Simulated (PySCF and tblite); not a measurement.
The numbers below are computed, except where a source is named.
Molecule: C₅H₇F₃, numbered as in [F:1][C@H:2]1[CH2:3][CH2:4][C:5]([F:6])([F:7])[CH2:8]1. The ring 2–3–4–5–8 is held at Altona–Sundaralingam phase angles P (ν_j = ν_max cos(P + 144°(j − 2)), ν_j about the bond from ring atom j to j + 1, counted from 0) and the rest relaxed at GFN2-xTB.

```bash
OMP_NUM_THREADS=1 python ens_run.py task.json out
```

```json
{"job": {"smiles": "FC1CCC(F)(F)C1", "charge": 0, "mult": 1, "motion": "pseudorotation", "atoms": [1, 2, 3, 4, 7], "ring": [1, 2, 3, 4, 7], "study": "scan", "drives": [{"terms": [["phase", [1, 2, 3, 4, 7], 1]], "values": [0, 18, 36, 54, 72, 90, 108, 126, 144, 162, 180, 198, 216, 234, 252, 270, 288, 306, 324, 342], "periodic": true}], "seed": 736, "jobs": [{"kind": "nmr", "xc": "PBE0", "basis": "pcSseg-1", "every": 2}, {"kind": "j", "xc": "B3LYP", "basis": {"default": "6-31G*", "H": "pcJ-1", "F": "pcJ-1"}, "nuclei": ["H", "F"], "every": 4}], "xc": "PBE0", "basis": "pcSseg-1", "kind": "scan"}, "charge": 0, "multiplicity": 1}
```

```
coordinate    xTB      DFT (kcal/mol)
   359.90    1.479    1.826
    17.90    1.738        -
    36.00    1.840    2.027
    54.10    1.734        -
    72.10    1.424    1.752
    90.20    0.941        -
   108.20    0.416    0.546
   126.10    0.053        -
   143.90    0.000    0.000
   161.90    0.273        -
   179.90    0.706    1.131
   197.90    1.083        -
   216.00    1.254    1.875
   234.10    1.196        -
   252.10    0.944    1.546
   270.10    0.704        -
   288.00    0.574    1.505
   305.90    0.611        -
   323.90    0.829    1.424
   341.90    1.147        -
```

(1) How long did the task, with 15 DFT runs on 15 atoms, take on 1 thread of INTEL XEON PLATINUM 8581C @ 2.10GHz (shared host) (rough)?

Results:

(1) About 6 min; peak memory 0.95 GiB. Times from shared hosts are rough.
